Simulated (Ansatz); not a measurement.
Reaction (isomerisation): `NCBCl` → `CNBCl`

Gas-phase electronic energies from Ansatz, PBE0-D4/def2-TZVP geometries. CCSD(T)/CBS adds triple-zeta CCSD(T) − MP2 to the extrapolated MP2 energy (def2 sets, frozen cores). Functionals use def2-TZVPP. B3LYP here is the variant with VWN-RPA as its local correlation; programs differ in this. One conformer a species, not always the lowest.

`NCBCl`:

Z-matrix (Å, degrees):
```
C
B 1 1.549
N 1 1.444 2 117.7
H 1 1.100 2 106.9 3 124.8
H 1 1.112 2 102.2 3 -126.9
Cl 2 1.749 1 121.6 3 11.9
H 2 1.193 1 121.4 3 -171.1
H 3 1.011 1 111.5 2 -38.9
H 3 1.010 1 112.1 2 -160.6
```

`CNBCl`:

```xyz
9

C     0.373   -1.047   -0.441
N     0.326    0.188    0.306
B    -0.704    1.107    0.289
Cl   -0.585    2.573    1.275
H     1.225   -1.067   -1.128
H     0.448   -1.914    0.222
H    -0.540   -1.146   -1.028
H     1.134    0.368    0.884
H    -1.678    0.938   -0.378
```

| level | ΔE (eV) |
| --- | --- |
| revPBE-D4 | -1.41 |
| PBE0-D4 | -1.44 |
| B3LYP-D4 | -1.49 |
| CAM-B3LYP-D4 | -1.50 |
| PBE | -1.44 |
| revPBE | -1.43 |
| BLYP | -1.50 |
| r2SCANh | -1.46 |

Task: What does CCSD(T)/CBS give? (Best estimate.)

Result: Computed: -1.46 eV. The listed levels differ from it by 0.05, 0.02, -0.03, -0.04, 0.02, 0.03, -0.04, 0.00 eV.

Largest T1 diagnostic among the species: 0.011.

At CCSD(T), def2-SVP lies −0.16 eV from the extrapolated value and def2-TZVPP −0.02 eV. Leaving LDA and LC-ωPBE aside and taking each functional with its dispersion term where it has one, the values spread over 0.09 eV, from CAM-B3LYP-D4 to revPBE-D4.
